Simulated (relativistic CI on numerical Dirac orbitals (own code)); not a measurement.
# Slater and spin-orbit integrals, Nd54+

Computed by Dirac-Coulomb-Breit CI, orbitals from a KLI potential per configuration, model QED (radiative potential, 1s self-energy scaled to tabulated hydrogen-like ionisation energies), unscaled Slater integrals (own radial code, finite nucleus).

Slater integrals F^k, G^k are unscaled and averaged over j, outside the closed core 1s2; ζ comes from projecting the Hamiltonian with its Breit term on Σ l·s of the shell.

- 2s2 2p2: F^2(2p,2p) = 1.1277e+06, ζ(2p) = 3.0323e+06 cm⁻¹; <r>(2p) = 0.08398, <r^2>(2p) = 0.008558 (bohr units).
- 2s 2p3: F^2(2p,2p) = 1.1265e+06, G^1(2s,2p) = 1.1978e+06, ζ(2p) = 3.0219e+06 cm⁻¹; <r>(2s) = 0.09641, <r^2>(2s) = 0.01098, <r>(2p) = 0.08406, <r^2>(2p) = 0.008576 (bohr units).
- 2p4: F^2(2p,2p) = 1.1247e+06, ζ(2p) = 3.0118e+06 cm⁻¹; <r>(2p) = 0.08419, <r^2>(2p) = 0.008603 (bohr units).

Averages of the first 10 configurations, taken without configuration mixing, which lowers the lowest level and can move excited configurations by several eV; other configurations of the list can lie among them:

```json
{"Configuration": "2s2 2p2", "Parity": "even", "States": "15", "Average energy above the lowest level (eV)": "743.7"}
{"Configuration": "2s 2p3", "Parity": "odd", "States": "40", "Average energy above the lowest level (eV)": "1344.2"}
{"Configuration": "2p4", "Parity": "even", "States": "15", "Average energy above the lowest level (eV)": "1993.6"}
{"Configuration": "2p3 3s", "Parity": "odd", "States": "40", "Average energy above the lowest level (eV)": "7979.0"}
{"Configuration": "2p3 3p", "Parity": "even", "States": "120", "Average energy above the lowest level (eV)": "8154.2"}
{"Configuration": "2p3 3d", "Parity": "odd", "States": "200", "Average energy above the lowest level (eV)": "8299.7"}
{"Configuration": "2s2 2p 3s", "Parity": "odd", "States": "12", "Average energy above the lowest level (eV)": "6791.4"}
{"Configuration": "2s2 2p 3p", "Parity": "even", "States": "36", "Average energy above the lowest level (eV)": "6975.1"}
{"Configuration": "2s2 2p 3d", "Parity": "odd", "States": "60", "Average energy above the lowest level (eV)": "7120.6"}
{"Configuration": "2s 2p2 3s", "Parity": "even", "States": "60", "Average energy above the lowest level (eV)": "7360.5"}
```
